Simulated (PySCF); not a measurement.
PBE0-D3(BJ)/def2-TZVP geometry optimisation, gas phase with PySCF 2.14 and geomeTRIC: Cr(NH2)2, charge 0, multiplicity 5. Start (model start, shaken):

```
7

Cr    0.0000    0.0045   -0.0041
N    -0.0134   -0.0068    1.9051
H     0.8209    0.0201    2.5126
H    -0.8293    0.0073    2.5253
N     0.0016   -0.0140   -1.9204
H     0.8304   -0.0202   -2.5269
H    -0.8485   -0.0193   -2.5476
```

```tsv
step	E − E(start) / kcal mol⁻¹	largest force / Eh bohr⁻¹
0	0.00	0.02784
1	-1.95	0.00163
2	-1.97	0.00059
3	-1.97	0.00024
```

The optimisation met its thresholds. End point:

```
7

Cr   -0.0051    0.0036   -0.0082
N    -0.0076    0.0052    1.8694
H     0.8083    0.0121    2.4685
H    -0.8197    0.0033    2.4734
N    -0.0040   -0.0121   -1.8857
H     0.8094   -0.0188   -2.4879
H    -0.8195   -0.0216   -2.4854
```

Metal–donor distances, start → end: N2 1.909 → 1.878 Å, N5 1.916 → 1.878 Å.

No frequencies were computed, so the end point may be a saddle point.

The job took 24 s on one thread of Arm Neoverse V2 (shared host), with 131 basis functions and a peak of 0.5 GiB, launched as `OMP_NUM_THREADS=1 python lf_run.py task.json out`.
